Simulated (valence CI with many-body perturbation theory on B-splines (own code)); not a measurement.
# O+: electric-dipole lines

Level of theory: configuration interaction combined with many-body perturbation theory (CI+MBPT): five valence electrons over a frozen Dirac-Fock core [He], a basis of 10 s, 10 p, 9 d, 7 f, 4 g, 2 h functions for each j, with the one-electron correlation potential Σ1 (screened to all orders), the two-electron term Σ2, the three-electron term Σ3, Breit, model QED; selected single and double excitations, second order for the rest, scaled by the run's own slope (own B-spline code, finite nucleus).

Set against measurement, 59 paired levels are off by 105 cm⁻¹ on average, the worst by 260. These come from a selection out of the NIST Handbook of Basic Atomic Spectroscopic Data. Levels without a partner in it may be off by more. Among the levels kept, up to 910 cm⁻¹ of a level comes from second order outside the variational space, and about a tenth of that is noise between levels of different J, which matters for small intervals.

Lines 1 to 50 of 294 in falling wavelength, among levels below 241074 cm⁻¹, chosen from the strongest by gf and those to the six lowest levels. Wavelengths and rates use the calculated energies, so an error of 100 cm⁻¹ moves a line at 34410 Å by 3.4 % and its rate by three times that or more. Electric multipoles are in the length gauge, E1 and E2 with the static RPA response of the core. Weak lines are less certain than strong ones. Lines between different terms over intervals too small for the method are left out, as are lines whose strength nearly cancels. Where a level lies close to another of its J and parity, the split of strength between their lines is uncertain. The highest levels of a list are the least certain.

Names give the largest LS component (configuration and term), which can be under half, so a name can repeat, a term be missing and a line seem to break the LS rules; names also repeat where a configuration has a term twice. Letters in brackets count levels of one name in rising energy.

| λ vac (Å) | λ from measured levels | Upper | Lower | A (s⁻¹) | S (a.u.) with core polarisation | S without |
| --- | --- | --- | --- | --- | --- | --- |
| 34410 | 33200 | 2s2 2p2 3d 2F_7/2 | 2s2 2p2 3p 2D°_5/2 [b] | 3.67e+04 | 5.91e+00 | 5.91e+00 |
| 12750 |  | 2s2 2p2 4s 2P_3/2 | 2s2 2p2 3p 2P°_3/2 [b] | 6.94e+05 | 2.84e+00 | 2.84e+00 |
| 11120 | 11560 | 2s 2p4 2P_3/2 | 2s2 2p2 3p 2S°_1/2 | 1.03e+06 | 2.80e+00 | 2.80e+00 |
| 10910 | 11340 | 2s 2p4 2P_1/2 | 2s2 2p2 3p 2S°_1/2 | 1.09e+06 | 1.39e+00 | 1.39e+00 |
| 9775 |  | 2s2 2p2 4s 2P_1/2 | 2s2 2p2 3p 2D°_3/2 [b] | 3.61e+06 | 3.33e+00 | 3.33e+00 |
| 9571 |  | 2s2 2p2 4s 2P_3/2 | 2s2 2p2 3p 2D°_5/2 [b] | 3.43e+06 | 5.94e+00 | 5.94e+00 |
| 6730 | 6723 | 2s2 2p2 3p 2S°_1/2 | 2s2 2p2 3s 2P_3/2 | 1.74e+07 | 5.23e+00 | 5.23e+00 |
| 6652 | 6643 | 2s2 2p2 3p 2S°_1/2 | 2s2 2p2 3s 2P_1/2 | 9.47e+06 | 2.75e+00 | 2.75e+00 |
| 5205 | 5208 | 2s2 2p2 3d 2P_3/2 | 2s2 2p2 3p 2P°_3/2 [a] | 4.44e+07 | 1.24e+01 | 1.23e+01 |
| 5186 | 5192 | 2s2 2p2 3d 2P_3/2 | 2s2 2p2 3p 2P°_1/2 [a] | 1.53e+07 | 4.21e+00 | 4.21e+00 |
| 5176 | 5177 | 2s2 2p2 3d 2P_1/2 | 2s2 2p2 3p 2P°_3/2 [a] | 2.04e+07 | 2.80e+00 | 2.80e+00 |
| 5157 | 5161 | 2s2 2p2 3d 2P_1/2 | 2s2 2p2 3p 2P°_1/2 [a] | 4.22e+07 | 5.71e+00 | 5.71e+00 |
| 4958 | 4957 | 2s2 2p2 3d 2D_3/2 | 2s2 2p2 3p 2P°_3/2 [a] | 2.20e+07 | 5.29e+00 | 5.29e+00 |
| 4945 | 4944 | 2s2 2p2 3d 2D_5/2 | 2s2 2p2 3p 2P°_3/2 [a] | 9.25e+07 | 3.31e+01 | 3.31e+01 |
| 4940 | 4942 | 2s2 2p2 3d 2D_3/2 | 2s2 2p2 3p 2P°_1/2 [a] | 7.11e+07 | 1.69e+01 | 1.69e+01 |
| 4916 | 4926 | 2s2 2p2 3d 4P_5/2 | 2s2 2p2 3p 4S°_3/2 | 5.15e+07 | 1.81e+01 | 1.81e+01 |
| 4899 | 4908 | 2s2 2p2 3d 4P_3/2 | 2s2 2p2 3p 4S°_3/2 | 4.85e+07 | 1.13e+01 | 1.13e+01 |
| 4885 | 4892 | 2s2 2p2 3d 4P_1/2 | 2s2 2p2 3p 4S°_3/2 | 4.76e+07 | 5.48e+00 | 5.48e+00 |
| 4859 | 4866 | 2s2 2p2 3d 4D_1/2 | 2s2 2p2 3p 4S°_3/2 | 1.79e+07 | 2.02e+00 | 2.02e+00 |
| 4849 | 4858 | 2s2 2p2 3d 4D_3/2 | 2s2 2p2 3p 4S°_3/2 | 1.52e+07 | 3.42e+00 | 3.42e+00 |
| 4847 | 4858 | 2s2 2p2 3d 4D_5/2 | 2s2 2p2 3p 4S°_3/2 | 7.79e+06 | 2.62e+00 | 2.62e+00 |
| 4754 | 4753 | 2s2 2p2 3d 4D_7/2 | 2s2 2p2 3p 2D°_5/2 [a] | 5.15e+06 | 2.18e+00 | 2.18e+00 |
| 4740 | 4743 | 2s2 2p2 3d 2F_5/2 | 2s2 2p2 3p 2D°_5/2 [a] | 6.13e+06 | 1.93e+00 | 1.93e+00 |
| 4711 | 4711 | 2s2 2p2 3d 4D_5/2 | 2s2 2p2 3p 2D°_3/2 [a] | 2.77e+07 | 8.58e+00 | 8.58e+00 |
| 4705 | 4707 | 2s2 2p2 3d 2F_7/2 | 2s2 2p2 3p 2D°_5/2 [a] | 1.30e+08 | 5.35e+01 | 5.35e+01 |
| 4699 | 4701 | 2s2 2p2 3d 2F_5/2 | 2s2 2p2 3p 2D°_3/2 [a] | 1.00e+08 | 3.07e+01 | 3.07e+01 |
| 4694 | 4698 | 2s2 2p2 3p 4D°_3/2 | 2s2 2p2 3s 4P_5/2 | 3.14e+06 | 6.40e-01 | 6.40e-01 |
| 4675 | 4678 | 2s2 2p2 3p 4D°_5/2 | 2s2 2p2 3s 4P_5/2 | 2.10e+07 | 6.36e+00 | 6.36e+00 |
| 4674 | 4675 | 2s2 2p2 3p 4D°_1/2 | 2s2 2p2 3s 4P_3/2 | 1.20e+07 | 1.21e+00 | 1.21e+00 |
| 4660 | 4663 | 2s2 2p2 3p 4D°_3/2 | 2s2 2p2 3s 4P_3/2 | 4.12e+07 | 8.24e+00 | 8.24e+00 |
| 4651 | 4652 | 2s2 2p2 3p 4D°_1/2 | 2s2 2p2 3s 4P_1/2 | 6.86e+07 | 6.81e+00 | 6.81e+00 |
| 4650 | 4650 | 2s2 2p2 3p 4D°_7/2 | 2s2 2p2 3s 4P_5/2 | 8.10e+07 | 3.22e+01 | 3.22e+01 |
| 4641 | 4643 | 2s2 2p2 3p 4D°_5/2 | 2s2 2p2 3s 4P_3/2 | 5.99e+07 | 1.77e+01 | 1.77e+01 |
| 4638 | 4640 | 2s2 2p2 3p 4D°_3/2 | 2s2 2p2 3s 4P_1/2 | 3.65e+07 | 7.19e+00 | 7.19e+00 |
| 4594 | 4597 | 2s2 2p2 3p 2F°_5/2 | 2s2 2p2 3s 2D_3/2 | 7.96e+07 | 2.28e+01 | 2.28e+01 |
| 4594 | 4597 | 2s2 2p2 3p 2F°_5/2 | 2s2 2p2 3s 2D_5/2 | 4.77e+06 | 1.37e+00 | 1.37e+00 |
| 4592 | 4592 | 2s2 2p2 3p 2F°_7/2 | 2s2 2p2 3s 2D_5/2 | 8.44e+07 | 3.23e+01 | 3.23e+01 |
| 4449 | 4454 | 2s2 2p2 3p 2D°_3/2 [a] | 2s2 2p2 3s 2P_3/2 | 1.45e+07 | 2.52e+00 | 2.52e+00 |
| 4414 | 4418 | 2s2 2p2 3p 2D°_3/2 [a] | 2s2 2p2 3s 2P_1/2 | 7.75e+07 | 1.31e+01 | 1.32e+01 |
| 4412 | 4416 | 2s2 2p2 3p 2D°_5/2 [a] | 2s2 2p2 3s 2P_3/2 | 9.22e+07 | 2.34e+01 | 2.34e+01 |
| 4405 | 4407 | 2s2 2p2 3d 2D_3/2 | 2s2 2p2 3p 2D°_5/2 [a] | 3.82e+06 | 6.45e-01 | 6.45e-01 |
| 4395 | 4397 | 2s2 2p2 3d 2D_5/2 | 2s2 2p2 3p 2D°_5/2 [a] | 3.92e+07 | 9.84e+00 | 9.84e+00 |
| 4369 | 4370 | 2s2 2p2 3d 2D_3/2 | 2s2 2p2 3p 2D°_3/2 [a] | 3.59e+07 | 5.91e+00 | 5.91e+00 |
| 4366 | 4368 | 2s2 2p2 3p 4P°_3/2 | 2s2 2p2 3s 4P_5/2 | 4.03e+07 | 6.61e+00 | 6.62e+00 |
| 4351 | 4353 | 2s2 2p2 3p 2D°_5/2 [b] | 2s2 2p2 3s 2D_3/2 | 5.61e+06 | 1.37e+00 | 1.37e+00 |
| 4351 | 4352 | 2s2 2p2 3p 2D°_5/2 [b] | 2s2 2p2 3s 2D_5/2 | 9.33e+07 | 2.28e+01 | 2.28e+01 |
| 4350 | 4351 | 2s2 2p2 3p 4P°_5/2 | 2s2 2p2 3s 4P_5/2 | 6.91e+07 | 1.68e+01 | 1.68e+01 |
| 4347 | 4347 | 2s2 2p2 3p 4P°_1/2 | 2s2 2p2 3s 4P_3/2 | 7.95e+07 | 6.44e+00 | 6.44e+00 |
| 4346 | 4349 | 2s2 2p2 3p 2D°_3/2 [b] | 2s2 2p2 3s 2D_3/2 | 8.80e+07 | 1.43e+01 | 1.43e+01 |
| 4346 | 4348 | 2s2 2p2 3p 2D°_3/2 [b] | 2s2 2p2 3s 2D_5/2 | 1.11e+07 | 1.80e+00 | 1.80e+00 |
